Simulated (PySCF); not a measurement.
**A small calculation by hand: oscillator strength and radiative lifetime**

C2H6N2OSi, SMILES CN[SiH2]N=C=O.

The structure is a stationary point at B3LYP-D3(BJ)/def2-SVP. This is a generated structure with no PubChem entry under its InChIKey; it may be hypothetical. Other conformers were not sampled.

TDA-CAM-B3LYP/def2-SVPD in PySCF puts the first singlet state with f over 0.02 at 7.49 eV (vertical), with the transition dipole (-0.196, 0.313, 0.102) in atomic units.

**Question.** Find the oscillator strength, the wavelength and the radiative lifetime that this transition would have in vacuum if emission retraced absorption.

**Answer.** 
|μ|² = 0.1468 au, so |μ| = 0.97 D. ΔE = 7.49/27.211 = 0.2753 hartree. f = (2/3) ΔE |μ|² = 0.027 (the program prints 0.027).
λ = 1239.84/7.49 = 166 nm; ν = 60411 cm⁻¹.
Einstein's coefficient A = 0.6670 ν² f s⁻¹ (ν in cm⁻¹) = 6.6e7 s⁻¹, so τ = 1/A = 15 ns. This state is S5; the lower singlets have f = 0.018, 0.002, 0.015, 0.012. The figure is the radiative limit of this one transition; relaxation, internal conversion, crossing to triplets and a medium change what is measured.
